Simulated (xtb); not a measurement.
C6H15B, singlet, geometry from GFN2-xTB; xtb with GFN0-xTB.

xtb was given this input:
```
$ xtb mol.xyz --gfn 0 --chrg 0 --uhf 0 --json

# file mol.xyz
22

B      0.10960004     0.05448047     0.16764879
C      1.34971883     0.26734358    -0.78850144
C      1.18205715    -0.08974423    -2.26639284
H      2.21475437    -0.27534128    -0.39456294
H      1.63294292     1.32418425    -0.71934327
H      0.37911736     0.48917675    -2.71572930
H      0.94540644    -1.14552137    -2.37871485
H      2.09680779     0.11268753    -2.82145337
C     -1.35504184    -0.20569525    -0.37895485
C     -2.04302334     1.13915030    -0.67099684
H     -1.97186892    -0.74109051     0.34641724
H     -1.36331242    -0.79190263    -1.29943239
H     -1.49029615     1.69835735    -1.42222400
H     -2.09496543     1.74476586     0.23111726
H     -3.05562121     0.98065894    -1.03690360
C      0.34127770     0.14063981     1.73608776
C      0.49544493    -1.27220069     2.32357944
H     -0.50215915     0.61716517     2.24140370
H      1.23533184     0.71115598     1.99775170
H      1.35292307    -1.77609706     1.88305125
H     -0.39001887    -1.87000190     2.12028003
H      0.64035737    -1.22756071     3.40117103
```

It wrote (shortened):

```
   ID    Z sym.   atoms
    1    5 B      1
    2    6 C      2, 3, 9, 10, 16, 17
    3    1 H      4-8, 11-15, 18-22

           -------------------------------------------------
          |                Calculation Setup                |
           -------------------------------------------------

           -------------------------------------------------
          |                 G F N 0 - x T B                 |
           -------------------------------------------------

          ...................................................
          :                      SETUP                      :
          :.................................................:
          :  # basis functions                  58          :
          :  # atomic orbitals                  58          :
          :  # shells                           44          :
          :  # electrons                        42          :
          :  electronic temp.          300.0000000     K    :
          :  accuracy                    1.0000000          :
          :  -> integral cutoff          0.2500000E+02      :
          :  -> integral neglect         0.1000000E-07      :
          ...................................................

         :::::::::::::::::::::::::::::::::::::::::::::::::::::
         ::                     SUMMARY                     ::
         :::::::::::::::::::::::::::::::::::::::::::::::::::::
         :: total energy             -22.391859942938 Eh    ::
         :: gradient norm              0.014467302848 Eh/a0 ::
         :: HOMO-LUMO gap              5.211569197903 eV    ::
         ::.................................................::
         :: H0 energy                -22.684204338351 Eh    ::
         :: repulsion energy           0.361119925975 Eh    ::
         :: electrostat energy        -0.023495495842 Eh    ::
         :: -> Gsolv                   0.000000000000 Eh    ::
         ::    -> Gsasa                0.000000000000 Eh    ::
         ::    -> Gshift               0.000000000000 Eh    ::
         :: dispersion energy         -0.006952646107 Eh    ::
         :: short-range corr.         -0.038327388612 Eh    ::
         :: add. restraining           0.000000000000 Eh    ::
         :: total charge               0.000000000000 e     ::
         :::::::::::::::::::::::::::::::::::::::::::::::::::::

           -------------------------------------------------
          |                Property Printout                |
[...]

 Mol. C6AA /au·bohr⁶  :       3407.305036
 Mol. C8AA /au·bohr⁸  :      78933.606124
 Mol. α(0) /au        :         88.022440

Wiberg/Mayer (AO) data.
largest (>0.10) Wiberg bond orders for each atom

 ---------------------------------------------------------------------------
     #   Z sym  total        # sym  WBO       # sym  WBO       # sym  WBO
 ---------------------------------------------------------------------------
     1   5 B    2.916 --     2 C    0.936     9 C    0.931    16 C    0.928
     2   6 C    3.898 --     3 C    1.024     4 H    0.968     5 H    0.963
                             1 B    0.936
     3   6 C    3.980 --     2 C    1.024     8 H    0.983     7 H    0.982
                             6 H    0.982
     4   1 H    0.985 --     2 C    0.968
     5   1 H    0.987 --     2 C    0.963
     6   1 H    0.980 --     3 C    0.982
     7   1 H    0.983 --     3 C    0.982
     8   1 H    0.983 --     3 C    0.983
     9   6 C    3.904 --    10 C    1.010    11 H    0.978    12 H    0.977
                             1 B    0.931
    10   6 C    3.980 --     9 C    1.010    15 H    0.984    14 H    0.982
                            13 H    0.982
    11   1 H    0.985 --     9 C    0.978
    12   1 H    0.984 --     9 C    0.977
    13   1 H    0.982 --    10 C    0.982
    14   1 H    0.983 --    10 C    0.982
    15   1 H    0.983 --    10 C    0.984
    16   6 C    3.902 --    17 C    1.012    19 H    0.979    18 H    0.976
                             1 B    0.928
    17   6 C    3.980 --    16 C    1.012    22 H    0.984    20 H    0.982
                            21 H    0.982
    18   1 H    0.985 --    16 C    0.976
    19   1 H    0.985 --    16 C    0.979
    20   1 H    0.983 --    17 C    0.982
    21   1 H    0.982 --    17 C    0.982
    22   1 H    0.983 --    17 C    0.984
 ---------------------------------------------------------------------------

Topologies differ in total number of bonds
Writing topology from bond orders to xtbtopo.mol

 dipole moment from electron density (au)
     X       Y       Z
   0.0168   0.0243  -0.0072  total (Debye):    0.077

           -------------------------------------------------
          | TOTAL ENERGY              -22.391859942938 Eh   |
          | GRADIENT NORM               0.014467302848 Eh/α |
          | HOMO-LUMO GAP               5.211569197903 eV   |
           -------------------------------------------------

normal termination of xtb
```
